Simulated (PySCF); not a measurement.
**Exercise with solution: oscillator strength and radiative lifetime**

CH2Li2, SMILES [Li][CH2][Li].

The structure is a stationary point at r2SCAN-D4/def2-TZVPD.

TDA-B3LYP/def2-TZVPD run with PySCF puts the first singlet state with f over 0.02 at 1.26 eV (vertical), with the transition dipole (-1.819, 0.000, 0.000) in atomic units.

**Question.** Find the oscillator strength, the wavelength and the radiative lifetime that this transition would have in vacuum if emission retraced absorption.

**Answer.** 
|μ|² = 3.3088 au, so |μ| = 4.62 D. ΔE = 1.26/27.211 = 0.0463 hartree. f = (2/3) ΔE |μ|² = 0.102 (the program prints 0.102).
λ = 1239.84/1.26 = 984 nm; ν = 10163 cm⁻¹.
Einstein's coefficient A = 0.6670 ν² f s⁻¹ (ν in cm⁻¹) = 7000000 s⁻¹, so τ = 1/A = 140 ns. This state is S1. The figure is the radiative limit of this one transition; relaxation, internal conversion, crossing to triplets and a medium change what is measured.
